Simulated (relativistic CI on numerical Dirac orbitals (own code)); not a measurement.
## Os5+: calculation against measurement

Method of calculation: Dirac-Coulomb-Breit CI, KLI orbitals optimised for each configuration, model QED (radiative potential, 1s self-energy scaled to tabulated hydrogen-like ionisation energies), valence Slater integrals scaled by 0.85, P86 correlation energy added to each configuration (own radial code, finite nucleus).

Configurations in the expansion (outside the closed core [Kr] 4d10 4f14 5s2): 5p⁶5d³, 5p⁶5d²6s, 5p⁶5d²5f, 5p⁶5d²6p, 5p⁶5d²5g, 5p⁵5d⁴, 5p⁶5d6s6p, 5p⁶5d²6d, 5p⁶5d²7s, 5p⁶5d²7p, 5p⁶5d²6f, 5p⁶5d²7d, 5p⁶5d6s², 5p⁶5f6s², 5p⁶6s²6p, 5p⁶5g6s², 5p⁶6s²6d, 5p⁶5d5f², 5p⁶5f²6s, 5p⁶5f³, 5p⁶5f²6p, 5p⁶5f²5g, 5p⁶5f²6d, 5p⁶5d5g², 5p⁶5g²6s, 5p⁶5f5g², 5p⁶5g²6p, 5p⁶5g³, 5p⁶5g²6d. Double excitations out of closed p, d and f shells are left out; levels of such configurations are missing from the list, as are those of other unlisted configurations, and high levels can miss mixing partners. These lack a partner that the ground configuration has and come out too high: 5p⁶5d²7s, 5p⁶5d²7p, 5p⁶5d²6f, 5p⁶5d²7d.

```csv
Configuration,Term (tabulated),J,Measured (cm⁻¹),Computed,Error,Purity (%)
5p⁶5d³,4F,3/2,0.0,0,0,83
5p⁶5d³,4F,5/2,6397.4,5848,-550,95
5p⁶5d³,4F,7/2,11444.1,10681,-763,87
5p⁶5d³,4F,9/2,14678.3,14008,-670,61
5p⁶5d³,4P,1/2,16772.4,16565,-207,69
5p⁶5d³,2G,7/2,22919.6,22195,-724,84
5p⁶5d³,2H,9/2,24028.4,23152,-876,57
5p⁶5d³,4P,5/2,24828.5,24128,-700,90
5p⁶5d³,2P,1/2,28859.8,27978,-882,68
5p⁶5d³,2H,11/2,32155.8,31237,-919,100
5p⁶5d³,2D,5/2,34417.8,33501,-916,89
5p⁶5d³,2G,9/2,37019.4,35538,-1482,57
5p⁶5d³,2F,5/2,39600.8,39174,-427,85
5p⁶5d³,2P,3/2,40202.6,38571,-1632,55
5p⁶5d³,2F,7/2,40447.0,39848,-599,95
5p⁶5d³,2D,5/2,61005.3,59111,-1895,84
5p⁶5d²6s,4F,3/2,97940.4,104030,6090,92
5p⁶5d²6s,4F,5/2,100973.9,107081,6107,81
5p⁶5d²6s,4F,7/2,108538.4,114049,5510,95
5p⁶5d²6s,4P,1/2,114363.2,120197,5834,91
5p⁶5d²6s,4F,9/2,115173.8,120394,5221,91
5p⁶5d²6s,4P,3/2,118499.8,124020,5520,88
5p⁶5d²6s,2D,3/2,123318.6,129169,5851,63
5p⁶5d²6s,2F,7/2,123600.5,129601,6001,61
5p⁶5d²6s,2P,1/2,129179.2,135492,6313,91
5p⁶5d²6s,2G,9/2,130849.6,136298,5449,91
5p⁶5d²6s,2D,5/2,131676.2,136760,5083,57
5p⁶5d²6s,2G,7/2,132989.9,138453,5463,63
5p⁶5d²6s,2P,3/2,138441.2,144099,5658,78
5p⁶5d²6s,2S,1/2,157388.9,161234,3845,90
5p⁶5d²6p,4G°,5/2,170473.6,175713,5239,63
5p⁶5d²6p,4G°,7/2,182479.5,187074,4595,73
5p⁶5d²6p,4D°,1/2,186854.0,191647,4793,58
5p⁶5d²6p,4D°,1/2,198144.3,202086,3941,83
5p⁶5d²6p,4G°,11/2,210146.1,213315,3169,91
5p⁶5d²6p,4P°,3/2,211634.7,215202,3567,61
```

Measured levels from measured levels as listed in Brasseur, Palmeri and Quinet, Atoms 13, 11 (2025); pairs were made by configuration, J and term (by order where the table uses no LS term), so strongly mixed levels may be paired wrongly.

Mean error by configuration (cm⁻¹): 5p⁶5d³ -883; 5p⁶5d²6s 5567; 5p⁶5d²6p 4217. Over the excited levels the mean absolute error is 3328 cm⁻¹ (35 of the 69 excited levels that our extract of the source holds in range could be paired, and the others can miss by more), and the median relative error of those above 1,000 cm⁻¹ is 3.9 %. Some levels of the ground configuration have no partner.
